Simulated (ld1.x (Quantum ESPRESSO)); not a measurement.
O (Z = 8): excitation energies, all-electron against TM

oxygen (O), norm-conserving Troullier–Martins (Kleinman–Bylander form), made with ld1.x (Quantum ESPRESSO) 7.5 (revPBE, non-relativistic). Core [He], reference 2s1.5 2p4.5. Waves: 2p (bound): rc 2.10 bohr; 3d channel at -0.2 Ry: rc 1.70 bohr; 2s (bound): rc 0.80 bohr. Local part: the s channel. Core correction: none.

Energies are relative to the spin-unpolarised reference configuration 2s1.5 2p4.5; without spin polarisation the order of configurations can differ from experiment. The frozen-core shift is the all-electron ΔE with the core orbitals held at their reference shape minus the fully relaxed ΔE.

| valence configuration | charge | ΔE all-electron (eV) | error AE − PS (meV) | frozen-core shift (meV) |
| --- | --- | --- | --- | --- |
| 2s2 2p4 | 0 | -7.491 | -4.8 | +0.1 |
| 2s2 2p3 | +1 | 8.888 | +176 | +0.2 |
| 2s1 2p4 | +1 | 24.163 | -61 | +0.2 |
| 2s2 2p1 | +3 | 96.209 | +3107 | +6.7 |
| 2s1 2p5 | 0 | 7.498 | -4.7 | +0.1 |

Question: What are ΔE and the potential's error for 2s2 2p0?

Answer: ΔE = 172.975 eV all-electron; the error (AE − PS) is +7806 meV.

Question: What are ΔE and the potential's error for 2s2 2p2?

Answer: ΔE = 42.419 eV all-electron; the error (AE − PS) is +943 meV.

Levels in the configuration 2s2 2p3:

```tsv
level	all-electron (eV)	pseudo (eV)
2s	-39.663	-39.526
2p	-24.398	-24.028
```
